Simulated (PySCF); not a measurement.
PySCF input:

```python
from pyscf import gto, scf, dft

mol = gto.M(
    atom='''
    K    -0.00000000   -0.00000000   -1.30365535
    S     0.00000000    0.00000000    1.54809072
    ''',
    basis='def2-tzvpd',
    charge=0,
    spin=1,
    symmetry='C2v',
    verbose=4,
)

mf = scf.UHF(mol).density_fit(auxbasis='def2-universal-jkfit')
mf.conv_tol = 1e-9
mf.max_cycle = 100
mf.max_memory = 1500
mf.kernel()
if not mf.converged:
    mf = mf.newton()
    mf.kernel(mf.make_rdm1())
mf.analyze()
```

Question: Predict the final energy.

Answer: -996.71439 Eh (HF/def2-TZVPD).
